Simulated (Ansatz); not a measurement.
Born–Oppenheimer molecular dynamics of GaH4N (6 atoms, charge 0, multiplicity 1). It starts from a relaxed structure.

The calculation used RKS PBE0-D4/def2-SVP in Ansatz 0.2.0.

```json
{
  "ensemble": "NVE (velocity Verlet)",
  "time step": "1 fs",
  "steps asked": "166",
  "starting velocities drawn for": "500 K",
  "seed": "621070"
}
```

First frame:

```xyz
6
Properties=species:S:1:pos:R:3
Ga 0.015 0.001 -0.010
H 0.052 -0.551 1.452
N 1.584 0.000 -0.915
H 2.462 -0.332 -0.533
H 1.694 0.331 -1.865
H -1.234 0.552 -0.769
```

(1) What does the run give?

(2) What happens to the structure?

(3) How do temperature and energy run in time?

## Answers

(1) The run went to its last step.

| Property | Result |
| --- | --- |
| steps done | 166 |
| time covered | 166 fs |
| mean temperature over the second half | 251 K |
| spread of the potential energy over the second half | 5.7 meV per atom |
| mean potential energy of the second half above the start | 22.4 meV per atom |

The conserved energy stayed within 2 meV per atom of its start (net change 1.1 meV per atom), so the integration is sound. Over the second half the temperature averaged 0.50 of the 500 K drawn at the start: a run that starts near a minimum puts about half its kinetic energy into the potential. A run of 0.17 ps of so small a system gives no equilibrium averages.

(2) The same pairs are bonded in the first frame and the last. Pairs count as bonded within 1.25 times the sum of covalent radii (0.12 Å more for H–H). Another seed would give other details.

(3) 
| time (fs) | T (K) | potential energy less start (eV) | conserved less start (meV/atom) |
| --- | --- | --- | --- |
| 0 | 500 | 0.000 | 0.00 |
| 5 | 415 | 0.045 | 0.13 |
| 10 | 260 | 0.129 | 0.80 |
| 15 | 176 | 0.171 | 0.61 |
| 20 | 91 | 0.220 | 1.44 |
| 25 | 156 | 0.188 | 1.70 |
| 30 | 168 | 0.181 | 1.61 |
| 35 | 269 | 0.128 | 1.43 |
| 40 | 332 | 0.094 | 1.18 |
| 45 | 375 | 0.068 | 0.51 |
| 50 | 344 | 0.083 | 0.47 |
| 55 | 205 | 0.157 | 0.68 |
| 60 | 180 | 0.168 | 0.49 |
| 65 | 194 | 0.164 | 0.87 |
| 70 | 235 | 0.144 | 1.10 |
| 75 | 308 | 0.106 | 1.09 |
| 80 | 296 | 0.112 | 1.18 |
| 85 | 292 | 0.116 | 1.31 |
| 90 | 267 | 0.128 | 1.22 |
| 95 | 165 | 0.181 | 1.23 |
| 100 | 186 | 0.168 | 0.92 |
| 105 | 206 | 0.157 | 0.89 |
| 110 | 295 | 0.108 | 0.35 |
| 115 | 356 | 0.077 | 0.42 |
| 120 | 305 | 0.105 | 0.69 |
| 125 | 355 | 0.078 | 0.44 |
| 130 | 230 | 0.148 | 1.35 |
| 135 | 193 | 0.168 | 1.57 |
| 140 | 133 | 0.199 | 1.57 |
| 145 | 147 | 0.193 | 1.69 |
| 150 | 252 | 0.136 | 1.22 |
| 155 | 297 | 0.107 | 0.34 |
| 160 | 305 | 0.104 | 0.50 |
| 165 | 328 | 0.090 | 0.23 |

The run took 4 min on 1 thread of Arm Neoverse V2 (shared host), peak memory 0.12 GiB.
